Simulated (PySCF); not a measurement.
Here is a job for PySCF.
```python
from pyscf import gto, scf, dft

mol = gto.Mole()
mol.atom = '''
    F    -0.000000   -0.000000   -0.104454
    H     0.000000    0.000000    0.940088
'''
mol.basis = 'pcseg-2'
mol.charge = 1
mol.spin = 1
mol.verbose = 4
mol.build()

mf = dft.UKS(mol)
mf.xc = 'camb3lyp'
mf = mf.density_fit(auxbasis='def2-universal-jkfit')
mf.kernel()
```

Task: What does this run give for the <S^2>, number of basis functions, Mulliken (on the basis functions themselves) charges in atom order, total energy?

Result: 
```json
{
  "<S^2>": "0.752",
  "number_of_basis_functions": "44",
  "Mulliken (on the basis functions themselves) charges in atom order": "F1 0.45, H2 0.55",
  "total_energy": "-99.8736 Eh"
}
```

These values belong to the state on which the SCF converged, which isn't shown to be the lowest.
